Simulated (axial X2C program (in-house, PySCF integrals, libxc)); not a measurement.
**Ω levels of FPmF⁺ from open-shell CI on f3 s1 d(πδ)0**

Computed with an in-house all-electron X2C program for linear molecules (integrals from PySCF): two-component X2C with atomic mean-field Coulomb and Gaunt terms, basis F dyall-v3z, Pm dyall-v3z (cores contracted in-house). Orbitals come from Hartree–Fock averaged over the configuration Pm f3 s1 d(πδ)0; CI then distributes these electrons over the f, s, d(πδ) shells of Pm.

F–Pm–F held linear, both bonds 1.945 Å (near the minimum of the configuration average).

Active spinors (ω > 0):

```
shell    ω  ε (eV)                   character
    f  5/2  -11.00                   100% Pm f
    f  3/2  -10.81                   100% Pm f
    f  7/2  -10.61                   100% Pm f
    f  1/2  -10.53                    96% Pm f
    f  5/2  -10.46                   100% Pm f
    f  3/2  -10.20                    98% Pm f
    f  1/2  -10.04                    94% Pm f
    s  1/2   -9.07          62% Pm s, 32% Pm d
d(πδ)  3/2   -5.77                   100% Pm d
d(πδ)  5/2   -5.62                   100% Pm d
d(πδ)  1/2   -3.45  85% Pm d, 10% F p, 4% Pm g
d(πδ)  3/2   -3.34  85% Pm d, 10% F p, 4% Pm g
```

Lowest levels of this model:

```tsv
Ω	energy (cm⁻¹)	g∥	configuration
2	0	2.47	100% f4
1	69	0.66	100% f4
0	204	0.00	100% f4
3	276	4.69	100% f4
4	740	5.84	100% f4
0	1354	0.00	100% f4
1	1392	1.98	100% f4
2	1472	3.45	100% f4
3	1601	4.98	100% f4
4	1633	7.25	100% f4
5	1951	9.76	100% f4
0	2824	0.00	100% f4
1	2841	2.20	100% f4
2	2901	4.12	100% f4
3	2999	6.03	100% f4
4	3062	8.31	100% f4
5	3114	10.86	100% f4
6	3413	13.27	100% f4
2	4441	4.68	100% f4
1	4467	2.46	100% f4
3	4472	6.71	100% f4
0	4485	0.00	100% f4
4	4556	9.00	100% f4
5	4646	11.56	100% f4
6	4809	14.23	100% f4
7	5048	16.62	100% f4
5	6192	11.80	100% f4
0	6311	0.00	100% f4
6	6480	14.46	100% f4
7	6730	17.34	100% f4
```

g∥ is the magnitude of 2⟨Lz + ge Sz⟩ for the +Ω component.

(1) From Ω and g∥ of the lowest level, whose 2⟨Lz + ge Sz⟩ is positive, find ⟨Sz⟩ and ⟨Lz⟩ (ge = 2.0023).

Occupations of the active spinors in the lowest level by ω, shell by shell in order of energy: -7/2: 0.06; -5/2: 0.25 0.28 0.00; -3/2: 0.33 0.10 0.00 0.00; -1/2: 0.39 0.21 0.00 0.00; 1/2: 0.38 0.09 0.00 0.00; 3/2: 0.71 0.05 0.00 0.00; 5/2: 0.72 0.17 0.00; 7/2: 0.25. The leading determinant has weight 0.14 among 1027.

This point took 3.5 s on 1 thread of Arm Neoverse V1, on a shared host.

Dynamic correlation is missing, so gaps between terms are too wide and other configurations may lie lower; the lowest level listed is that of this model, not necessarily the ground state. The lowest levels belong to f4, not to the averaged configuration, so orbitals and distance suit them less well. At most 4 roots were kept for each Ω > 0 (twice that for Ω = 0) within 2.2 eV of the lowest, so higher up levels can be missing between those listed; levels with Ω > 0 are doubly degenerate and listed once, Ω = 0 levels singly. States that fill the shells left empty in the average are placed too high. The molecule was held linear; bending was not examined.

## Answers

(1) Ω = ⟨Lz⟩ + ⟨Sz⟩ = 2 and ⟨Lz⟩ + ge⟨Sz⟩ = 1.235, so ⟨Sz⟩ = -0.76 and ⟨Lz⟩ = 2.76.
